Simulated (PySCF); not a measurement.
trifluoro(fluorosilyl)silane (F4H2Si2), SMILES F[SiH2][Si](F)(F)F. Atoms are numbered in the order given.

```xyz
8

Si     0.6037    -1.4920     0.0000
F     -0.7619    -2.3795     0.0000
Si    -0.0167     0.7432     0.0000
F     -0.8821     1.1392     1.2969
F     -0.8821     1.1392    -1.2969
F      1.3042     1.6656     0.0000
H      1.3889    -1.7984     1.2225
H      1.3889    -1.7984    -1.2225
```

The structure is a stationary point at ωB97X-D3(BJ)/def2-SVP. One conformer was computed; it need not be the lowest.

Computed with PBE/def2-TZVP run with PySCF.

Symmetry labels are those of the subgroup Cs that the program uses (full group Cs).

Question: List the valence orbital energies around the gap with their symmetry. (An estimate is asked for; the answer gives what the named calculation found.)

Answer: 
```
orbital  symmetry  energy (eV)
-------  --------  -----------
HOMO−7         A'       -11.11
HOMO−6         A"       -11.05
HOMO−5         A'       -10.74
HOMO−4         A'       -10.52
HOMO−3         A"       -10.51
HOMO−2         A"       -10.10
HOMO−1         A"        -8.94
HOMO           A'        -8.11
LUMO           A'        -2.30
LUMO+1         A"        -1.35
LUMO+2         A'        -0.30
LUMO+3         A'         0.19
```
